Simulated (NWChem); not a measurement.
Everything below was run with NWChem. System: H₂O₃P, charge 0, spin multiplicity 2, at a geometry optimised with UPBE0/def2-SVP. The structure started from a generated list of species. Its SCF solution wasn't tested for a lower state. Level: UB2PLYP/def2-TZVP, 8 core orbitals frozen.

Output (cleaned and shortened):

```
             Northwest Computational Chemistry Package (NWChem) 7.3.0
             --------------------------------------------------------

                                NWChem Input Module
                                -------------------

 Scaling coordinates for geometry "geometry" by  1.889725989
 (inverse scale =  0.529177249)

                             Geometry "geometry" -> ""
                             -------------------------

 Output coordinates in angstroms (scale by  1.889725989 to convert to a.u.)

  No.       Tag          Charge          X              Y              Z
 ---- ---------------- ---------- -------------- -------------- --------------
    1 O                    8.0000     1.45481700    -0.09506900     0.55796000
    2 P                   15.0000     0.22610700     0.00352500    -0.27471900
    3 O                    8.0000    -0.93123000    -1.13150600    -0.01390900
    4 O                    8.0000    -0.67711500     1.32700100    -0.01725900
    5 H                    1.0000    -0.54805800    -2.01368300     0.08846500
    6 H                    1.0000    -1.61532300     1.15740200    -0.18202300

 Effective nuclear repulsion energy (a.u.)     181.7727675876

            Nuclear Dipole moment (a.u.)
            ----------------------------
        X                 Y               Z
 ---------------- ---------------- ----------------
     0.0000000000     0.0000037795    -0.0000132281


 Summary of "ao basis" -> "" (spherical)
 ------------------------------------------------------------------------------
       Tag                 Description            Shells   Functions and Types
 ---------------- ------------------------------  ------  ---------------------
 *                         def2-tzvp                  on all atoms

  dft_input: which_mp2 not specified, using semidirect MP2 by default.

                                 NWChem DFT Module
                                 -----------------

 Summary of "ao basis" -> "ao basis" (spherical)
 ------------------------------------------------------------------------------
       Tag                 Description            Shells   Functions and Types
 ---------------- ------------------------------  ------  ---------------------
 O                         def2-tzvp                11       31   5s3p2d1f
 P                         def2-tzvp                13       37   5s5p2d1f
 H                         def2-tzvp                 4        6   3s1p

 Summary of "ao basis" -> "ao basis" (spherical)
 ------------------------------------------------------------------------------
       Tag                 Description            Shells   Functions and Types
 ---------------- ------------------------------  ------  ---------------------
 O                         def2-tzvp                11       31   5s3p2d1f
 P                         def2-tzvp                13       37   5s5p2d1f
 H                         def2-tzvp                 4        6   3s1p

            General Information
            -------------------
          SCF calculation type: DFT
          Wavefunction type:  spin polarized.
          No. of atoms     :     6
          No. of electrons :    41
           Alpha electrons :    21
            Beta electrons :    20
          Charge           :     0
          Spin multiplicity:     2
          Use of symmetry is: off; symmetry adaption is: off
          Maximum number of iterations: 100
          AO basis - number of functions:   142
                     number of shells:    54
          Convergence on energy requested:  1.00D-06
          Convergence on density requested:  1.00D-05
          Convergence on gradient requested:  5.00D-04

              XC Information
              --------------
                     Hartree-Fock (Exact) Exchange  0.530
                    Becke 1988 Exchange Functional  0.470
              Lee-Yang-Parr Correlation Functional  0.730

             Grid Information
             ----------------
          Grid used for XC integration:  medium
          Radial quadrature: Mura-Knowles
          Angular quadrature: Lebedev.
          Tag              B.-S. Rad. Rad. Pts. Rad. Cut. Ang. Pts.
[...]
   alpha    101    102    103    104    105    106    107    108    109    110
    beta    101    102    103    104    105    106    107    108    109    110
 overlap   0.998  0.998  0.999  0.995  0.986  0.980  0.974  0.999  0.993  0.992

   alpha    111    112    113    114    115    116    117    118    119    120
    beta    111    112    113    114    115    116    117    118    119    120
 overlap   0.996  0.994  0.996  0.997  0.998  0.998  1.000  0.999  1.000  1.000

   alpha    121    122    123    124    125    126    127    128    129    130
    beta    121    122    123    124    125    126    127    128    129    130
 overlap   0.989  0.944  0.946  0.992  1.000  0.999  0.996  0.996  0.994  0.993

   alpha    131    132    133    134    135    136    137    138    139    140
    beta    131    132    133    134    135    136    137    138    139    140
 overlap   0.999  1.000  0.999  1.000  1.000  1.000  1.000  1.000  1.000  1.000

   alpha    141    142
    beta    141    142
 overlap   0.999  0.999

     --------------------------
     Expectation value of S2:
     --------------------------
      <S2> =      0.7589 (Exact =     0.7500)

 center of mass
 --------------
 x =   0.05524915 y =   0.01989527 z =  -0.00413958

 moments of inertia (a.u.)
 ------------------
         219.916440024068           1.794984851688         -41.804041469109
           1.794984851688         238.796097370127           4.938874679822
         -41.804041469109           4.938874679822         406.104472014745

     Multipole analysis of the density
     ---------------------------------

     L   x y z        total         alpha         beta         nuclear
     -   - - -        -----         -----         ----         -------
     0   0 0 0     -0.000000    -21.000000    -20.000000     41.000000

     1   1 0 0     -1.204061     -0.930146     -0.273915      0.000000
     1   0 1 0     -0.623847     -0.297637     -0.326213      0.000004
     1   0 0 1     -0.666003      0.178250     -0.844239     -0.000013

     2   2 0 0    -23.600083    -69.019101    -66.047590    111.466608
     2   1 1 0     -1.248563      0.510712      0.451896     -2.211171
     2   1 0 1     -1.114465    -11.226994    -11.330826     21.443354
     2   0 2 0    -19.050121    -63.584780    -61.871951    106.406610
     2   0 1 1     -0.539964      1.313060      1.307420     -3.160443
     2   0 0 2    -22.267357    -19.644417    -15.719825     13.096885

                   NWChem MP2 Semi-direct Energy/Gradient Module
                   ---------------------------------------------

  Basis functions       =    142
  Molecular orbitals    =    142
  Frozen core           =      8
  Frozen virtuals       =      0
  Active alpha occupied =     13
  Active beta occupied  =     12
  Active alpha virtual  =    121
  Active beta virtual   =    122
  Use MO symmetry       = F
  Use skeleton AO sym   = F

  AO/Fock/Back tols     =   1.0D-09  1.0D-09  1.0D-09

 GA uses MA = F    GA memory limited = T

 Available:
  local mem=  4.43D+07
 global mem=  1.44D+08
 local disk=  0.00D+00
  mp2_memr nvloc                   121
  nvloc new                   121
   1 passes of  13:        5242880                     119753                  52815913.
   1 passes of  13: M     44318774           G      144138872           F      39075894.
  mp2_memr nvloc                   121
  nvloc new                   121
   2 passes of   7:        5242880                      83467                  28455273.
   2 passes of   7: M     44318774           G      144138872           F      39075894.

 Semi-direct pass number   1 of   2  for UHF alpha       at       50.9s
  vrange nnbf                  9869
  mp2_eaftype                   108  avail_ma_in_mb                   386
 EAF : mp2_eaftype filesize         108   14227637.
  mp2_eaf for mointskh                    108
Node 0 wrote     66.9 Mb in      0.0 s     Agg I/O rate:  1480.9 Mb/s
 Done moints_semi at       74.1s
  mp2_eaftype                   108  avail_ma_in_mb                   386
 EAF : mp2_eaftype filesize         108   14227637.
  mp2_eaf for kh                   108
 Done maket at       74.6s
 Semi-direct pass number   2 of   2  for UHF alpha       at       74.6s
  vrange nnbf                  9869
  mp2_eaftype                   108  avail_ma_in_mb                   386
 EAF : mp2_eaftype filesize         108   14227637.
  mp2_eaf for mointskh                    108
Node 0 wrote     57.3 Mb in      0.0 s     Agg I/O rate:  1397.0 Mb/s
 Done moints_semi at       95.9s
  mp2_eaftype                   108  avail_ma_in_mb                   386
 EAF : mp2_eaftype filesize         108   14227637.
  mp2_eaf for kh                   108
 Done maket at       96.2s
 Done multipass loop at       96.2s

 GA uses MA = F    GA memory limited = T

 Available:
  local mem=  4.43D+07
 global mem=  1.44D+08
 local disk=  0.00D+00
  mp2_memr nvloc                   122
  nvloc new                   122
   1 passes of  12:        5242880                     114305                  49158461.
   1 passes of  12: M     44318774           G      144138872           F      39075894.
  mp2_memr nvloc                   122
  nvloc new                   122
   2 passes of   6:        5242880                      77719                  24596494.
   2 passes of   6: M     44318774           G      144138872           F      39075894.

 Semi-direct pass number   1 of   2  for UHF beta        at       96.3s
  vrange nnbf                  9869
  mp2_eaftype                    93  avail_ma_in_mb                   386
 EAF : mp2_eaftype filesize          93   12298247.
  mp2_eaf for mointskh                     93
Node 0 wrote     57.8 Mb in      0.0 s     Agg I/O rate:  1792.4 Mb/s
 Done moints_semi at      117.4s
  mp2_eaftype                    93  avail_ma_in_mb                   386
 EAF : mp2_eaftype filesize          93   12298247.
  mp2_eaf for kh                    93
 Done maket at      118.2s
 Semi-direct pass number   2 of   2  for UHF beta        at      118.2s
  vrange nnbf                  9869
  mp2_eaftype                    93  avail_ma_in_mb                   386
 EAF : mp2_eaftype filesize          93   12298247.
  mp2_eaf for mointskh                     93
Node 0 wrote     57.8 Mb in      0.0 s     Agg I/O rate:  1437.5 Mb/s
 Done moints_semi at      140.4s
  mp2_eaftype                    93  avail_ma_in_mb                   386
 EAF : mp2_eaftype filesize          93   12298247.
  mp2_eaf for kh                    93
 Done maket at      140.9s
 Done multipass loop at      140.9s

          -------------------------------------------
          DFT energy                    -567.845059574301
          Unscaled MP2 energy             -1.027120741016
          Total DFT+MP2 energy          -568.122382174375
          -------------------------------------------

 -----------------------
 Performance information
 -----------------------

 Timer overhead =  2.73D-07 seconds/call

               Nr. of calls         CPU time (s)                 Wall time (s)                GFlops
             ---------------    -------------------     ------------------------------   -------------------
Name         Min   Avg   Max    Min     Avg     Max     Min     Avg     Max   Mx/calls   Min     Max     Sum
mp2: moin     4     4     4    88.     88.     88.      88.     88.     88.     22.      0.0     0.0     0.0
mp2: make     4     4     4    2.3     2.3     2.3      2.3     2.3     2.3    0.57      0.0     0.0     0.0
mp2: tota     1     1     1    90.     90.     90.      90.     90.     90.     90.      0.0     0.0     0.0

 The average no. of pstat calls per process was 9.00D+00
 with a timing overhead of 2.46D-06s

 Task  times  cpu:      140.9s     wall:      140.9s

 Total times  cpu:      140.9s     wall:      140.9s
```

Write an NWChem input that would produce this output.

One answer among several that fit: 
```
start mol
memory heap 200 mb stack 900 mb global 1100 mb
geometry units angstroms nocenter noautoz noautosym
  O      1.454817    -0.095069     0.557960
  P      0.226107     0.003525    -0.274719
  O     -0.931230    -1.131506    -0.013909
  O     -0.677115     1.327001    -0.017259
  H     -0.548058    -2.013683     0.088465
  H     -1.615323     1.157402    -0.182023
end
basis spherical
  * library def2-tzvp
end
dft
  xc hfexch 0.53 becke88 0.47 lyp 0.73 mp2 0.27
  dftmp2
  odft
  mult 2
  semidirect memsize 60000000 filesize 0
  iterations 100
end
mp2
  freeze core 8
end
task dft energy
```
